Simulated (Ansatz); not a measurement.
Geometry optimisation, RKS PBE0-D4/def2-SVP in Ansatz 0.2.0.

input.yaml

```yaml
crystal:
  periodic: [false, false, false]
  atoms:
    - { symbol: Ge, position_ang: [0.0, 0.0, 0.0] }
    - { symbol: Cl, position_ang: [1.3501, 0.0, 2.0083] }
    - { symbol: H, position_ang: [1.741, 0.0, 0.178] }
    - { symbol: H, position_ang: [-0.73, 1.2648, -0.5162] }
    - { symbol: F, position_ang: [-0.7913, -1.3709, -0.5594] }
basis:
  gaussian: { orbitals: def2-SVP }
hamiltonian:
  xc: pbe0
  dispersion: d4
relax:
  f_tol: 0.15
  max_steps: 25
  restrain:
    - { distance: [1, 2], at: 2.57, k: 30.0 }
    - { distance: [0, 1], at: 2.22, k: 30.0 }
    - { distance: [0, 2], at: 1.55, k: 30.0 }
output:
  orbitals: {}
```

Launched with:

```bash
$ ansatz run input.yaml --threads 1 --pin off --max-ram 2048MiB --backend cpu --events-out ev --progress --plain --runs-dir out
```

Where does it end, and by what steps?

It converged. The restraints hold the end off the free minimum. After 4 steps the energy has fallen by 2.714 eV (the restraints' own energy left out); H3 moved furthest, 0.54 Å.

```
step  energy less start (eV)  largest force component (eV/Å)  accepted
   0                  0.0000                           5.476       yes
   1                 -1.2256                           3.084       yes
   2                 -2.0624                           1.580       yes
   3                 -2.6161                           0.982       yes
   4                 -2.7137                           1.002       yes
```

```xyz
5
Properties=species:S:1:pos:R:3
Ge 0.249 0.067 0.029
Cl 0.883 -0.012 2.112
H 1.721 -0.054 -0.361
H -0.645 1.260 -0.311
F -0.637 -1.366 -0.359
```

Time of the run: 15 s on 1 thread of Arm Neoverse V2 (shared host), peak memory 0.14 GiB.
